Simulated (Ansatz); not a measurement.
Abridged output of a molecular run in Ansatz:

```
Functional definition: HF
1094 factors; integrals over basis functions are off by at most 1.3e-3 eV
mean field evaluation 1: about -5281.7776 eV, gradient 4.1e1 eV
mean field evaluation 2: about -5281.7815 eV, gradient 4.1e1 eV
mean field evaluation 4: about -5285.2839 eV, gradient 3.6e0 eV
mean field evaluation 8: about -5285.3264 eV, gradient 2.0e-4 eV
mean field -5285.32643843 eV, -194.2321640893 hartree, gradient 2.1e-6 eV, S^2 0.000000; 0 other end points of the search recorded, 0 dependent functions left out
4 core orbitals not correlated: weight in the atoms' cores, before any rotation towards them, 1.000 or more for the frozen orbitals, at most 0.000 for the correlated occupied ones
reference -5285.32643843 eV, -194.2321640893 hartree; 11, 11 occupied and 165, 165 virtual orbitals, 1094 factors
second order -19.26833371 eV of doubles, -0.00000000 eV of singles
cycle   1  -19.26601435 eV  change    2.3e-3 eV  update   9.3e-2
cycle   2  -19.72693450 eV  change   -4.6e-1 eV  update   2.7e-2
cycle   3  -19.82954444 eV  change   -1.0e-1 eV  update   1.5e-2
cycle   4  -19.81529175 eV  change    1.4e-2 eV  update   4.4e-3
cycle   5  -19.81548589 eV  change   -1.9e-4 eV  update   2.3e-3
cycle   6  -19.81627307 eV  change   -7.9e-4 eV  update   7.1e-4
cycle   7  -19.81572794 eV  change    5.5e-4 eV  update   2.6e-4
cycle   8  -19.81563884 eV  change    8.9e-5 eV  update   7.5e-5
cycle   9  -19.81566480 eV  change   -2.6e-5 eV  update   2.8e-5
cycle  10  -19.81566144 eV  change    3.4e-6 eV  update   1.1e-5
perturbative correction -0.82353696 eV, -0.0302644252 hartree
Total energy: -5305.96563683 eV, -194.9906406407 hartree
```

Its atoms:

Z-matrix (Å, degrees):
```
C
B 1 1.551
N 1 1.450 2 53.3
O 1 1.396 2 119.2 3 -104.4
H 1 1.091 2 124.1 3 98.9
H 2 1.183 1 155.8 3 176.5
H 3 1.005 1 136.8 2 -176.4
H 4 0.961 1 109.1 2 155.8
```

Question: Which basis set was used?
A. def2-QZVPP
B. def2-SVPD
C. cc-pV(Q+d)Z
D. def2-TZVPP

Answer: D. It gives 180 functions.

Question: Write the keys of the input that set method, charge and spin (a neutral closed shell needs none for the last two).

Answer: 
```yaml
correlation: {method: ccsd_t}
```
